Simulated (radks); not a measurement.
Spherical jellium clusters: N electrons in a uniform positive sphere of charge N and radius rs N^(1/3), rs = 2.29 bohr. Calculated with a radial shooting solver with Libxc functionals: non-relativistic Kohn-Sham, PBEsol, spin-polarised, spherical densities. Levels are named by radial order and angular momentum (1s, 1p, 1d, 2s, ...), and open shells are averaged over m.

N = 28, configuration 1s2 1p6 1d10 2s2 1f(up 7, down 1). This is the lowest configuration that the search found. Occupied and some empty levels:

level    occupation  eigenvalue (eV)  <r> (bohr)
1s up             1          -11.011       4.075
1s down           1          -10.762       3.882
1p up             3          -8.8930       5.000
1p down           3          -8.4331       4.866
1d up             5          -6.4041       5.677
1d down           5          -5.8088       5.602
2s up             1          -5.6508       4.935
2s down           1          -5.2562       4.997
1f up             7          -3.6351       6.314
1f down           1          -2.9707       6.306
2p up             0          -2.7471       6.261
2p down           0          -2.3568       6.339
1g up             0         -0.74143       7.176
1g down           0        -0.091101       7.410

Energy (eV): total -21.2525, kinetic 135.91, external -3571.8, Hartree 1737.1, exchange-correlation -163.25, background 1840.8.
